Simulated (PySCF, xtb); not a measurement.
CH₅FO₂Si₂, SMILES F[Si@@H]1O[SiH2]CO1.

GFN2-xTB in xtb at its own geometry gives an orbital gap of 5.41 eV and a dipole moment of 2.91 D.

Coordinates come from a B3LYP-D3(BJ)/def2-SVP optimisation. The structure was generated by enumeration; whether it is a known compound was not checked. Other conformers were not sampled.

Task: What does HF/def2-TZVP (PySCF) give? (Estimate from the structure and the level; the computed values follow.)

Result: gap 14.66 eV (levels -11.91 and 2.75 eV), dipole 2.54 D.
